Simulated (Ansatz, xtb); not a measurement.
Reaction (SMILES): C=C[Si](C)(C)C=C + 8 [H][H] (H2) -> 6 C (CH4) + [SiH4] (SiH4)
Geometries: B3LYP-D3(BJ)/def2-TZVP minima from Ansatz (a program for electronic structure), one conformer each, not searched for the lowest.

Property: energy of full hydrogenation (electronic energy difference), in kcal/mol. Correlated levels leave the core frozen unless marked. Spin-orbit coupling is left out. No relativistic terms. CBS marks a two-point X^-3 extrapolation of the correlation energy; Hartree-Fock from the larger set. [CCSD(T)-MP2]/basis is that difference in the basis named.

| level | program | energy of full hydrogenation (kcal/mol) |
|---|---|---|
| GFN1-xTB | xtb | -271.3 |
| PBE/def2-TZVPD | Ansatz | -141.5 |
| revPBE-D4/def2-TZVPD | Ansatz + dftd4 | -123.9 |
| MP2/6-31G | Ansatz | -126.0 |
| CCSD/aug-cc-pV(D+d)Z | Ansatz | -149.1 |
| CCSD(T)/cc-pV(T+d)Z | Ansatz | -138.7 |
| RI-MP2/CBS(aug-cc-pV(T+d)Z,aug-cc-pV(Q+d)Z)+[CCSD(T)-MP2]/aug-cc-pV(T+d)Z | Ansatz | -134.8 |
